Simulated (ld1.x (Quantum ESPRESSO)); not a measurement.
## lanthanum (La): ultrasoft pseudisation with PBEsol, scalar-relativistic reference atom.

* Element: La
* Generator: ld1.x (Quantum ESPRESSO) 7.5
* Type: ultrasoft
* Functional: PBEsol
* Relativity: scalar-relativistic
* Frozen core: [Kr] 4d10
* Valence charge: 11
* Reference configuration: 4f0 5s2 5p6 5d1 6s1.75 6p0 (charge +0.25)
* Partial waves: 5s (bound): rcut 2.20, rcutus 2.75 bohr; 6s (bound): rcut 2.20, rcutus 2.75 bohr; 5p (bound): rcut 2.35, rcutus 3.00 bohr; 6p (bound, empty): rcut 2.35, rcutus 3.00 bohr; 5d (bound): rcut 2.00, rcutus 2.55 bohr; 5d channel at 2.3 Ry: rcut 2.00, rcutus 2.55 bohr; 4f (bound, empty): rcut 0.80, rcutus 1.05 bohr; 4f channel at 4.95 Ry: rcut 0.80, rcutus 1.05 bohr
* Local potential: all-electron potential smoothed inside 0.85 bohr (lloc = -2)
* Core correction: a·sin(br)/r model core inside 1.05 bohr
* Augmentation charge: PSQ, radius 0.75 bohr

All-electron outer shells of the reference configuration (PBEsol, scalar-relativistic, ld1.x):

| shell | level (eV) | outermost node (bohr) | outermost maximum (bohr) |
| --- | --- | --- | --- |
| 4p | -201.13 | 0.34 | 0.63 |
| 4d | -105.13 | 0.32 | 0.68 |
| 5s | -40.31 | 0.77 | 1.41 |
| 5p | -23.76 | 0.83 | 1.58 |
| 4f | -5.75 | – | 0.75 |
| 6s | -4.82 | 1.86 | 3.74 |
| 5d | -4.38 | 0.95 | 2.21 |
| 6p | -2.30 | 2.20 | 4.80 |

(1) What does a ghost test show?

(2) Is the overlap operator S = 1 + Σ q|β⟩⟨β| positive definite (Bessel basis up to 400 Ry)?

## Answers

(1) Ghost state, extra bound levels that the all-electron valence spectrum of the same l lacks: d at -5.0 eV (s, p not tested). A true bound ghost makes a file unfit for plane-wave use.

(2) No: its lowest eigenvalue is -0.714, in the p channel, so the generalised eigenproblem breaks down once the basis is large enough.

Its largest configuration-test error is -25 meV (4f0 5s2 5p6 5d0 6s2 6p0). Test run stopped at test 6 of 7 (negative rho), 3 before it not solved. Not counted: 4f0 5s2 5p6 5d1 6s1 6p0 (solver errors, printed error -3.9 eV); 4f0 5s2 5p6 5d1 6s0 6p0 (solver errors, printed error -4.4 eV); 4f0 5s2 5p5 5d1 6s2 6p0 (solver errors, printed error -4.4 eV).

Its overlap operator is not positive definite in a basis up to 400 Ry (lowest eigenvalue s -0.10, p -0.71), so the file is unfit for use: the generalised eigenproblem breaks down once the basis is large enough, and its test numbers describe a broken file.
